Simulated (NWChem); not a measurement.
Everything below was run with NWChem. System: CH5Si, charge 0, spin multiplicity 2, at a geometry optimised with UPBE/def2-SVP. The structure started from a generated list of species. Its SCF solution wasn't tested for a lower state. Level: UMP2/3-21G, 6 core orbitals frozen.

NWChem printed:

```
             Northwest Computational Chemistry Package (NWChem) 7.3.0
             --------------------------------------------------------

                                NWChem Input Module
                                -------------------

 Scaling coordinates for geometry "geometry" by  1.889725989
 (inverse scale =  0.529177249)

                             Geometry "geometry" -> ""
                             -------------------------

 Output coordinates in angstroms (scale by  1.889725989 to convert to a.u.)

  No.       Tag          Charge          X              Y              Z
 ---- ---------------- ---------- -------------- -------------- --------------
    1 C                    6.0000     1.27165000    -0.14568900     0.00862600
    2 Si                  14.0000    -0.57289900     0.06838000    -0.00205800
    3 H                    1.0000     1.97017100     0.66493900    -0.25915100
    4 H                    1.0000     1.75105900    -1.10788400     0.25878300
    5 H                    1.0000    -1.18624900    -0.47707000     1.26346900
    6 H                    1.0000    -0.93536700     1.52161800    -0.13807600
    7 H                    1.0000    -1.20893300    -0.68478400    -1.14797100

 Effective nuclear repulsion energy (a.u.)      55.3798644922

            Nuclear Dipole moment (a.u.)
            ----------------------------
        X                 Y               Z
 ---------------- ---------------- ----------------
    -0.0000094486     0.0000094486    -0.0000037795


 Summary of "ao basis" -> "" (spherical)
 ------------------------------------------------------------------------------
       Tag                 Description            Shells   Functions and Types
 ---------------- ------------------------------  ------  ---------------------
 *                           3-21g                    on all atoms

 Summary of "ao basis" -> "ao basis" (spherical)
 ------------------------------------------------------------------------------
       Tag                 Description            Shells   Functions and Types
 ---------------- ------------------------------  ------  ---------------------
 C                           3-21g                   5        9   3s2p
 Si                          3-21g                   7       13   4s3p
 H                           3-21g                   2        2   2s

                                 NWChem SCF Module
                                 -----------------
[...]
     2   0 2 0    -17.122558    -17.575773    -16.952904     17.406119
     2   0 1 1     -0.324281      0.439165      1.005236     -1.768682
     2   0 0 2    -18.184302    -15.796558    -13.343377     10.955632

                   NWChem MP2 Semi-direct Energy/Gradient Module
                   ---------------------------------------------

  Basis functions       =     32
  Molecular orbitals    =     32
  Frozen core           =      6
  Frozen virtuals       =      0
  Active alpha occupied =      7
  Active beta occupied  =      6
  Active alpha virtual  =     19
  Active beta virtual   =     20
  Use MO symmetry       = F
  Use skeleton AO sym   = F

  AO/Fock/Back tols     =   1.0D-09  1.0D-09  1.0D-09

 GA uses MA = F    GA memory limited = T

 Available:
  local mem=  1.26D+08
 global mem=  1.44D+08
 local disk=  0.00D+00
  mp2_memr nvloc                    19
  nvloc new                    19
   1 passes of   7:        2097152                       3309                    240111.
   1 passes of   7: M    126154843           G      144177152           F     124057691.

 Semi-direct pass number   1 of   1  for UHF alpha       at        0.2s
  vrange nnbf                   527
  mp2_eaftype                    10  avail_ma_in_mb                  1099
 EAF : mp2_eaftype filesize          10     120056.
  mp2_eaf for mointskh                     10
Node 0 wrote      0.6 Mb in      0.0 s     Agg I/O rate:  1098.3 Mb/s
 Done moints_semi at        0.3s
  mp2_eaftype                    10  avail_ma_in_mb                  1089
 EAF : mp2_eaftype filesize          10     120056.
  mp2_eaf for kh                    10
 Done maket at        0.3s
 Done multipass loop at        0.3s

 GA uses MA = F    GA memory limited = T

 Available:
  local mem=  1.26D+08
 global mem=  1.44D+08
 local disk=  0.00D+00
  mp2_memr nvloc                    20
  nvloc new                    20
   1 passes of   6:        2097152                       3190                    216818.
   1 passes of   6: M    126154843           G      144177152           F     124057691.

 Semi-direct pass number   1 of   1  for UHF beta        at        0.3s
  vrange nnbf                   527
  mp2_eaftype                    10  avail_ma_in_mb                  1099
 EAF : mp2_eaftype filesize          10     108409.
  mp2_eaf for mointskh                     10
Node 0 wrote      0.5 Mb in      0.0 s     Agg I/O rate:  1148.1 Mb/s
 Done moints_semi at        0.4s
  mp2_eaftype                    10  avail_ma_in_mb                  1089
 EAF : mp2_eaftype filesize          10     108409.
  mp2_eaf for kh                    10
 Done maket at        0.5s
 Done multipass loop at        0.5s

          -------------------------------------------
          SCF energy                -327.895327938556
          Correlation energy          -0.128881406087
          Singlet pairs                0.000000000000
          Triplet pairs                0.000000000000
          Total MP2 energy          -328.024209344643
          -------------------------------------------

          ---------------------------------------------------
                    Spin Component Scaled (SCS) MP2
          Same spin pairs                     -0.020029398931
          Same spin scaling factor             0.333333333333
          Opposite spin pairs                 -0.108852007156
          Opposite spin scaling fact.          1.200000000000
          SCS-MP2 correlation energy          -0.137298874898
          Total SCS-MP2 energy              -328.032626813454
          ---------------------------------------------------

 -----------------------
 Performance information
 -----------------------

 Timer overhead =  1.97D-07 seconds/call

               Nr. of calls         CPU time (s)                 Wall time (s)                GFlops
             ---------------    -------------------     ------------------------------   -------------------
Name         Min   Avg   Max    Min     Avg     Max     Min     Avg     Max   Mx/calls   Min     Max     Sum
mp2: moin     2     2     2   0.23    0.23    0.23     0.23    0.23    0.23    0.11      0.0     0.0     0.0
mp2: make     2     2     2   1.53E-2 1.53E-2 1.53E-2  1.53E-2 1.53E-2 1.53E-2 7.67E-3   0.0     0.0     0.0
mp2: tota     1     1     1   0.25    0.25    0.25     0.25    0.25    0.25    0.25      0.0     0.0     0.0

 The average no. of pstat calls per process was 5.00D+00
 with a timing overhead of 9.85D-07s

 Task  times  cpu:        0.4s     wall:        0.4s

 Total times  cpu:        0.5s     wall:        0.5s
```

Question: Write an NWChem input that would produce this output.

Answer: One answer among several that fit: 
```
start mol
memory heap 200 mb stack 900 mb global 1100 mb
geometry units angstroms nocenter noautoz noautosym
  C      1.271650    -0.145689     0.008626
  Si    -0.572899     0.068380    -0.002058
  H      1.970171     0.664939    -0.259151
  H      1.751059    -1.107884     0.258783
  H     -1.186249    -0.477070     1.263469
  H     -0.935367     1.521618    -0.138076
  H     -1.208933    -0.684784    -1.147971
end
basis spherical
  * library 3-21g
end
scf
  uhf
  nopen 1
  maxiter 100
  thresh 1e-7
  semidirect memsize 60000000 filesize 0
  # guess.movecs holds the orbitals of an unrestricted PBE0 run
  vectors input guess.movecs output mol.movecs
end
mp2
  freeze core 6
end
task mp2 energy
```
